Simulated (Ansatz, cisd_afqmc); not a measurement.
System: Sb, charge 0, quartet.

Wanted: first ionisation energy (Sb+ (triplet) against Sb (quartet)), in eV. UHF or UKS for unpaired electrons; spin-orbit terms are left out. Correlated methods leave the cores frozen (noble-gas shells, and filled d and f shells in the p block). Past Kr the def2 sets carry scalar-relativistic core potentials. The Monte Carlo rows (phaseless AFQMC, CISD trial, step 0.005/hartree) carry one-sigma bars that omit the constraint's bias. Outlying blocks are dropped, and bars are widened where a walk drifts. Over all cases where full CI ran beside it in this data, AFQMC minus full CI had a median of +0.1 mEh and passed +0.4 mEh in a tenth of the cases. CBS(X,Y): correlation extrapolated as X^-3, Hartree-Fock from the larger set. A bracket is a step between two methods taken in the basis named. Spin-orbit terms, left out, reach several kcal/mol for Br and I, and more for heavier atoms.

| level | program | first ionisation energy (eV) | difference against the last row |
|---|---|---|---|
| HF/def2-TZVPPD | Ansatz | 8.58 | -0.49 |
| HF/def2-QZVPPD | Ansatz | 8.57 | -0.50 |
| PBE/def2-TZVPD | Ansatz | 8.96 | -0.11 |
| CAM-B3LYP/def2-TZVPD | Ansatz | 8.95 | -0.12 |
| wB97X-V/def2-TZVPD | Ansatz | 8.82 | -0.25 |
| CCSD/def2-SVPD | Ansatz | 8.87 | -0.20 |
| CCSD(T)/def2-TZVPPD | Ansatz | 9.00 | -0.07 |
| CCSDT(Q)/def2-QZVPPD | Ansatz | 9.04 | -0.03 |
| CCSD(T)/CBS(def2-TZVPPD,def2-QZVPPD) + [AFQMC/CISD - CCSD(T)]/def2-TZVPPD | Ansatz + cisd_afqmc | 9.07 ± 0.01 | 0.00 |
| CCSD(T)/CBS(def2-TZVPPD,def2-QZVPPD) + [AFQMC/CISD - CCSD(T)]/def2-QZVPPD | Ansatz + cisd_afqmc | 9.07 ± 0.01 | 0.00 |
| CCSD(T)/CBS(def2-TZVPPD,def2-QZVPPD) + [CCSDT(Q) - CCSD(T)]/def2-QZVPPD + [CCSDTQ - CCSDT(Q)]/def2-TZVPPD | Ansatz | 9.07 | 0.00 |

Ansatz is a first-principles code.
